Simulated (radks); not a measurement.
Effect of the nuclear size on the gallium ion Ga+, [Ar] 3d10 4s2. All-electron calculation, Dirac Kohn-Sham, exchange-only LDA, spin-unpolarised, spherical densities, finite nucleus; Fermi nuclear charge, rms radius 3.9973 fm. Program: a radial shooting solver on a logarithmic mesh with Libxc functionals. The rms radius is varied about that value; shifts are against it.

rms radius (fm)  total energy shift (eV)  density at nucleus (e/bohr^3)  1s1/2 shift (meV)  2s1/2 shift (meV)  3s1/2 shift (meV)  3p1/2 shift (meV)
3.2298                           -0.0977                      2.847e+04              -41.5              -4.00             -0.585              0.064
3.6935                           -0.0410                      2.824e+04              -17.4              -1.68             -0.246              0.027
3.9973                                 0                       2.81e+04              0.000              0.000              0.000              0.000
4.1652                            0.0240                      2.804e+04               10.2              0.981              0.144             -0.016
4.7688                             0.118                      2.781e+04               50.1               4.82              0.705             -0.077

Slopes of the eigenvalues against <r^2> in GHz/fm^2, as finite differences over the two radii next to the reference (eigenvalue slopes, not the field-shift constants of lines): 1s1/2 1800, 2s1/2 173, 3s1/2 25.4, 3p1/2 -2.77.
